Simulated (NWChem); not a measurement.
GaCl2F; SMILES [F][Ga]([Cl])[Cl]

Program: NWChem. Pople sets run with spherical d functions. Medium grid unless said otherwise, to which SCAN and Minnesota functionals are sensitive. Geometry: optimised at PBE0/def2-SVP.

Q: Estimate the computed values for MN15-L/6-31G*. Quantities: highest occupied level (eV); orbital gap (eV); dipole (D).

A: The highest occupied level (eV) comes out as -8.92 and the orbital gap (eV) is 6.29. The dipole (D) is 0.43.
